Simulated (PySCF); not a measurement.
## Dipole response of Pt⁺ (platinum, charge +1)

[Xe] 4f14 5d9, 2D determinant. Computed with PySCF 2.14 in ANO-RCC-VTZP (8s7p5d3f1g, 84 functions), with scalar relativity by spin-free X2C-1e. Coupled (time-dependent) response in atomic units; α is the mean over directions. The basis has no added diffuse functions, which lowers α and C₆.

| method | mean α (bohr³) | α xx, yy, zz | C₆ (like pair) | S(−4) |
| --- | --- | --- | --- | --- |
| PBE0 | 14.64 | 14.56, 14.56, 14.79 | 105.2 | 82.13 |

S(−4) is the Cauchy moment in α(ω) = α(0) + S(−4) ω² + …

Spin-orbit coupling is absent.

α(iu) at PBE0:

```json
{"u (hartree)": "0", "α(iu) (bohr³)": "14.64"}
{"u (hartree)": "0.0500", "α(iu) (bohr³)": "14.44"}
{"u (hartree)": "0.100", "α(iu) (bohr³)": "13.89"}
{"u (hartree)": "0.200", "α(iu) (bohr³)": "12.24"}
{"u (hartree)": "0.300", "α(iu) (bohr³)": "10.56"}
{"u (hartree)": "0.500", "α(iu) (bohr³)": "8.145"}
{"u (hartree)": "0.750", "α(iu) (bohr³)": "6.358"}
{"u (hartree)": "1.00", "α(iu) (bohr³)": "5.171"}
{"u (hartree)": "1.50", "α(iu) (bohr³)": "3.581"}
{"u (hartree)": "2.00", "α(iu) (bohr³)": "2.579"}
{"u (hartree)": "3.00", "α(iu) (bohr³)": "1.485"}
{"u (hartree)": "5.00", "α(iu) (bohr³)": "0.6647"}
```

A single London oscillator, α(iu) = α/(1 + u²/ω²), gives C₆ = (3/4) ω α². Matching the computed C₆ needs ω = 4 × 105.2 / (3 × 14.64²) = 0.654 hartree.

For an ion, C₆ is the dispersion term alone; charge-induced terms of lower order in 1/R come first.

The components differ because the open shell of this determinant is not spherical; for a pure term their mean is the scalar polarisability.

Spin-orbit coupling, absent here, splits the open shell strongly. ⟨S²⟩ = 0.92 against 0.75 shows spin contamination.
